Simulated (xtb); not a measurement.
BrHMgO, SMILES [Mg]([OH])[Br]. All values are semi-empirical tight-binding results from xtb (GFN2-xTB unless named), good for trends rather than for accurate numbers. Geometry optimised at GFN2-xTB. One conformer was computed; it need not be the lowest.

Optimised geometry:

Bond lengths (Å): Mg1–Br2 2.314, Mg1–O3 1.711, O3–H4 0.949. Angles (°): Br2–Mg1–O3 127.6, Mg1–O3–H4 145.2.
Charge 0, spin multiplicity 1.

For metal compounds this method's bond lengths and energies can be far off.

```yaml
point_group_as_xtb_finds_it: Cs
orbital_gap: 2.81 eV
zero_point_energy: 7.9 kcal/mol
G − E(el) at 298.15 K (modified RRHO): -10.3 kcal/mol
```

Computed atomic charges and the Wiberg bond orders between heavy atoms:
charges (e) Mg1 0.46, Br2 -0.17, O3 -0.59, H4 0.29. Bond orders Mg1–Br2 1.16, Mg1–O3 1.05.
